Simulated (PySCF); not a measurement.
Compound: C₂H₈Si₃.
Bonds: C1–C2 (triple), C2–Si3, Si3–Si4, Si4–Si5. Hydrogens: H6 on C1; H7, H8 on Si3; H9, H10 on Si4; H11, H12, H13 on Si5.

Structure optimised with GFN2-xTB, isolated species.

Q: List the bond lengths, angles and torsions at this level.

A: 
```csv
bond,length (pm),order
C1≡C2,120.3,triple
C2–Si3,185.1,single
Si3–Si4,232.2,single
Si4–Si5,231.2,single
C1–H6,105.3,single
"Si3–H7, Si3–H8",147.1,single
"Si4–H9, Si4–H10",147.4,single
"Si5–H11, Si5–H12, Si5–H13",146.5,single
```

Bonds in one row agree within 1 pm and their mean is given. Orders are formal, as drawn. A selection of angles:
```csv
angle,degrees
C2–C1–H6,179.4
C1–C2–Si3,177.9
C2–Si3–Si4,108.8
C2–Si3–H7,105.3
Si4–Si3–H7,116.2
Si4–Si3–H8,113.1
H7–Si3–H8,106.9
Si3–Si4–Si5,116.1
Si3–Si4–H9,108.1
Si3–Si4–H10,108.7
Si5–Si4–H9,109.8
H9–Si4–H10,103.0
Si4–Si5–H11,111.3
Si4–Si5–H13,114.2
H11–Si5–H12,106.8
H12–Si5–H13,106.2
```

Dihedral angles: C2–Si3–Si4–Si5 58° (synclinal). The mirror-image conformer, all signs reversed, is as good.

Si4 (SiH2 silicon) is distorted tetrahedral (angles from 103.0° to 116.1°). Si5 (SiH3 silicon) is distorted tetrahedral (angles from 106.2° to 114.2°). Si3 (SiH2 silicon) is distorted tetrahedral (angles from 105.3° to 116.2°).

Point group: C1 (no symmetry element, even within 0.4 Å). Whether it is a minimum is left open (no frequencies). One conformer, not necessarily the lowest.

These are computed values.
